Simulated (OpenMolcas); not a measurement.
5d3 along the 71-electron sequence

```json
{"Program": "OpenMolcas", "Method": "CASSCF", "Basis": "ANO-RCC-VQZP", "Scalar Hamiltonian": "DKH2, point nucleus", "Spin-orbit coupling": "state interaction with AMFI integrals over the reference wave functions, term energies averaged over their components"}
```

Active space for each ion: 3 electrons in 5 orbitals (5d).

Computed levels in cm-1 above 4F 3/2:

| Level | Re4+ | Os5+ | Ir6+ | Pt7+ |
| --- | --- | --- | --- | --- |
| 4F 5/2 | 4585 | 5888 | 7476 | 9296 |
| 4F 7/2 | 8876 | 11086 | 13679 | 16501 |
| 4F 9/2 | 12331 | 14955 | 17897 | 20918 |
| 4P 1/2 | 17056 | 19293 | 21781 | 24350 |
| 2G 7/2 | 21258 | 24679 | 28627 | 32825 |
| 2H 9/2 | 21892 | 25414 | 29547 | 34019 |
| 4P 5/2 | 23139 | 26811 | 30944 | 35257 |
| 2P 1/2 | 27953 | 32364 | 37366 | 42607 |
| 2H 11/2 | 29747 | 34414 | 39679 | 45160 |
| weight of 4F in the lowest level (%) | 89 | 87 | 84 | 81 |

Mixed levels, with the weight of the term that names them: Re4+ 2H 9/2 (57 %), Os5+ 4F 9/2 (68 %), Os5+ 2H 9/2 (58 %), Ir6+ 4F 9/2 (61 %), Ir6+ 4P 1/2 (74 %), Ir6+ 2H 9/2 (58 %), Ir6+ 2P 1/2 (74 %), Pt7+ 4F 9/2 (53 %), Pt7+ 4P 1/2 (72 %), Pt7+ 2H 9/2 (57 %), Pt7+ 2P 1/2 (72 %).

Measured, with the error of the calculation in %. Measured levels: Re4+ from the list in Brasseur, Gamrath and Quinet, At. Data Nucl. Data Tables 157, 101636 (2024); Os5+ from the list in Brasseur, Palmeri and Quinet, Atoms 13, 11 (2025).

```csv
Level,Re4+,Os5+
4F 5/2,4853 (-5.5),6397 (-8.0)
4F 7/2,8973 (-1.1),11444 (-3.1)
4F 9/2,11914 (+3.5),14678 (+1.9)
4P 1/2,14325 (+19.1),16772 (+15.0)
2G 7/2,19013 (+11.8),22920 (+7.7)
2H 9/2,19967 (+9.6),24028 (+5.8)
4P 5/2,20922 (+10.6),24828 (+8.0)
2P 1/2,23669 (+18.1),28860 (+12.1)
2H 11/2,27077 (+9.9),32156 (+7.0)
```

The fine-structure level 4F 9/2 changes by a factor of 1.7 from Re4+ to Pt7+. Its fourth root runs 10.54, 11.06, 11.57, 12.03, with steps per unit of Z of 0.52, 0.51, 0.46; equal steps would mean a (Z - σ)^4 law with constant σ.

4P 1/2 changes by a factor of 1.43 over the same range, with steps per unit of Z of +2240, +2490, +2570 cm-1.

Without dynamic correlation excited terms often stand tens of per cent too high (terms of higher spin than the ground term too low), and those without a measured partner can miss by more than the paired ones. Computed and measured levels are paired by configuration, term and J; levels that our copy of the source lacks, or whose pairing is in doubt (as where it misses far off the trend of its configuration), stay unpaired and out of the deviations. Only configurations of the active space appear.
